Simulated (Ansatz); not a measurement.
Geometry optimisation, RKS PBE0/def2-SVP (Ansatz 0.2.0).

Input file:

```yaml
crystal:
  periodic: [false, false, false]
  atoms:
    - { symbol: W, position_ang: [0.0, 0.0, 0.0] }
    - { symbol: H, position_ang: [0.8322, 0.0, 1.7303] }
    - { symbol: F, position_ang: [1.8273, 0.0, 0.9293] }
    - { symbol: F, position_ang: [0.0, 1.85, 0.0] }
    - { symbol: F, position_ang: [-1.85, 0.0, 0.0] }
    - { symbol: F, position_ang: [0.0, -1.85, 0.0] }
    - { symbol: Cl, position_ang: [0.0, 0.0, -2.39] }
basis:
  gaussian: { orbitals: def2-SVP }
hamiltonian:
  xc: pbe0
relax:
  f_tol: 0.15
  max_steps: 25
  restrain:
    - { distance: [1, 2], at: 2.12, k: 30.0 }
    - { distance: [0, 1], at: 1.72, k: 30.0 }
    - { distance: [0, 2], at: 1.85, k: 30.0 }
```

Run as:

```bash
$ ansatz run input.yaml --threads 2 --pin off --max-ram 3072MiB --backend cpu --events-out ev --progress --plain --runs-dir out
```

**Question.** Where does it end, and by what steps?

**Answer.** The run converged. The restraints hold the end off the free minimum. After 7 steps the energy has fallen by 3.264 eV (the restraints' own energy left out); F3 moved furthest, 0.73 Å.

| step | energy less start (eV) | largest force component (eV/Å) | accepted |
| --- | --- | --- | --- |
| 0 | 0.0000 | 2.993 | yes |
| 1 | -1.2871 | 3.036 | yes |
| 2 | -2.2838 | 1.770 | yes |
| 3 | -3.1013 | 0.680 | yes |
| 4 | -3.2259 | 0.452 | yes |
| 5 | -3.2557 | 0.273 | yes |
| 6 | -3.2622 | 0.207 | yes |
| 7 | -3.2644 | 0.254 | yes |

```xyz
7
Properties=species:S:1:pos:R:3
W 0.041 0.000 -0.004
H 0.349 0.000 1.680
F 1.881 0.000 0.202
F -0.076 1.823 0.182
F -1.772 0.000 0.314
F -0.076 -1.823 0.182
Cl 0.464 0.000 -2.286
```

Run time: 41 s on 2 threads of Arm Neoverse V1 (shared host), peak memory 0.28 GiB.
